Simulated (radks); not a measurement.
Results of a calculation; reference values are marked as such.
Question: Isoelectronic series with 49 electrons, each ion in its NIST ground configuration. Level of theory: scalar-relativistic Kohn-Sham, PBEsol, spin-polarised, spherical densities, finite nucleus; open shells are filled with parallel spins first (spin-orbit coupling, left out, can overturn this in heavy ions); Fermi nuclear charge, rms radius of each element as measured or else 0.836 A^(1/3) + 0.57 fm (a radial shooting solver on a logarithmic mesh with Libxc functionals). Total energies (hartree) and mean radii <r> (bohr) (* marks an orbital that is empty in some or all of the ions):

| ion | configuration | E (hartree) | 5p down* | 5p up* | 5s down* | 5s up* |
|---|---|---|---|---|---|---|
| In | [Kr] 4d10 5s2 5p1 | -5878.82398 | 3.695 | 3.662 | 2.588 | 2.615 |
| Sn+ | [Kr] 4d10 5s2 5p1 | -6174.04640 | 2.888 | 2.876 | 2.292 | 2.307 |
| Sb2+ | [Kr] 4d10 5s2 5p1 | -6477.56050 | 2.487 | 2.481 | 2.078 | 2.088 |
| I4+ | [Kr] 4d10 5s2 5p1 | -7109.53262 | 2.027 | 2.025 | 1.779 | 1.784 |
| Xe5+ | [Kr] 4d10 5s2 5p1 | -7438.05083 | 1.873 | 1.872 | 1.667 | 1.671 |
| Cs6+ | [Kr] 4d10 5s2 5p1 | -7774.9753 | 1.747 | 1.746 | 1.571 | 1.575 |
| Ba7+ | [Kr] 4d10 5s2 5p1 | -8120.3446 | 1.640 | 1.640 | 1.488 | 1.491 |
| La8+ | [Kr] 4d10 5s2 5p1 | -8474.2084 | 1.548 | 1.548 | 1.415 | 1.417 |
| Ce9+ | [Kr] 4d10 5s2 5p1 | -8836.6125 | 1.468 | 1.468 | 1.349 | 1.352 |
| Pr10+ | [Kr] 4d10 5s2 5p1 | -9207.6103 | 1.397 | 1.398 | 1.290 | 1.292 |
| Nd11+ | [Kr] 4d10 4f1 5s2 | -9587.6603 | 1.351 | 1.349 | 1.251 | 1.249 |
| Pm12+ | [Kr] 4d10 4f1 5s2 | -9976.3035 | 1.293 | 1.290 | 1.202 | 1.200 |
| Sm13+ | [Kr] 4d10 4f1 5s2 | -10373.7163 | 1.240 | 1.238 | 1.156 | 1.154 |
| Eu14+ | [Kr] 4d10 4f2 5s1 | -10780.1139 | 1.202 | 1.199 | 1.122 | 1.120 |
| Gd15+ | [Kr] 4d10 4f3 | -11195.7234 | 1.168 | 1.164 | 1.092 | 1.089 |
| Tb16+ | [Kr] 4d10 4f3 | -11620.5206 | 1.125 | 1.122 | 1.055 | 1.052 |
| Dy17+ | [Kr] 4d10 4f3 | -12054.3196 | 1.086 | 1.083 | 1.020 | 1.017 |
| Ho18+ | [Kr] 4d10 4f3 | -12497.3354 | 1.050 | 1.047 | 0.9877 | 0.9850 |
| Er19+ | [Kr] 4d10 4f3 | -12949.5524 | 1.016 | 1.014 | 0.9573 | 0.9548 |
| Tm20+ | [Kr] 4d10 4f3 | -13411.1067 | 0.9847 | 0.9821 | 0.9288 | 0.9264 |

Estimate the row of Te3+ ([Kr] 4d10 5s2 5p1).

Answer: E (hartree) -6789.37806; 5p down* 2.223; 5p up* 2.220; 5s down* 1.913; 5s up* 1.920.
